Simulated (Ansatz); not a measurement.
Relaxation of CH₇BClN (11 atoms, charge 0, multiplicity 1), to a largest force component of 0.03 eV/Å in at most 50 steps.

Theory: Ansatz 0.2.0, RKS PBE0-D4/6-31G*.

```xyz
11
Properties=species:S:1:pos:R:3:forces:R:3
B -0.070 0.693 -0.359 -0.31 2.33 0.88
H 0.070 -0.506 1.719 0.18 -1.65 0.21
C 1.336 0.122 -0.745 -0.02 0.00 0.00
H 1.414 -0.941 -0.491 0.00 0.00 0.00
H 1.481 0.194 -1.830 0.00 0.00 0.01
H 2.158 0.655 -0.256 0.00 0.00 -0.01
Cl -1.558 -0.145 -0.869 0.00 0.00 0.00
N -0.250 1.953 0.369 0.26 -1.84 -1.46
H -1.157 2.357 0.543 0.00 -0.01 0.00
H 0.533 2.531 0.633 0.00 0.00 0.00
H -0.006 0.195 1.788 -0.12 1.17 0.37
```

**Question.** Where does it end, and by what steps?

**Answer.** The forces met the threshold. The force dipped under the threshold on the way, but the program's further checks kept it going. After 22 steps the energy has fallen by 0.358 eV; H2 moved furthest, 1.27 Å.

```
step  energy less start (eV)  largest force component (eV/Å)  accepted
   0                  0.0000                           2.334       yes
   1                 -0.2296                           0.856       yes
   2                 -0.3043                           0.371       yes
   3                 -0.3357                           0.150       yes
   4                 -0.3427                           0.083       yes
   5                 -0.3378                           0.227        no
   6                 -0.3441                           0.034       yes
   7                 -0.3485                           0.035       yes
   8                 -0.3458                           0.548        no
   9                 -0.3511                           0.026       yes
  10                 -0.3525                           0.118       yes
  11                 -0.3531                           0.157       yes
  12                 -0.3540                           0.155       yes
  13                 -0.3551                           0.064       yes
  14                 -0.3551                           0.063       yes
  15                 -0.3560                           0.027       yes
  16                 -0.3565                           0.045       yes
  17                 -0.3568                           0.047       yes
  18                 -0.3571                           0.077       yes
  19                 -0.3573                           0.036       yes
  20                 -0.3575                           0.030       yes
  21                 -0.3576                           0.009       yes
  22                 -0.3577                           0.023       yes
```

```xyz
11
Properties=species:S:1:pos:R:3
B -0.078 0.826 -0.675
H 0.201 -0.442 2.980
C 1.325 0.192 -0.976
H 1.307 -0.885 -0.769
H 1.577 0.295 -2.038
H 2.134 0.637 -0.387
Cl -1.515 0.249 -1.575
N -0.288 1.826 0.274
H -1.194 2.228 0.463
H 0.465 2.216 0.819
H 0.017 -0.034 2.385
```

Whether the end is a true minimum wasn't checked by a vibrational analysis.

Time of the run: 2.4 min on 1 thread of Arm Neoverse N1, with other jobs on the host, peak memory 0.15 GiB.
